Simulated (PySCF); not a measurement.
CH6ClFSi2, SMILES C[Si@@](F)([SiH3])Cl.

Geometry: PBE0-D3(BJ)/def2-SVP. The structure was generated by enumeration; whether it is a known compound was not checked.

Vertical ionisation energy (IE) and electron affinity (EA) in eV. Rows of orbital energies are one-electron estimates. Where ΔSCF, EOM or ADC give a negative EA the extra electron is unbound and the value depends on the basis.

```
level                                              IE     EA
-----------------------------------------------  ----  -----
−ε(HOMO), −ε(LUMO), CAM-B3LYP/def2-TZVP (PySCF)  9.52  -0.85
−ε(HOMO), −ε(LUMO), PBE/def2-TZVP (PySCF)        6.98   1.11
```
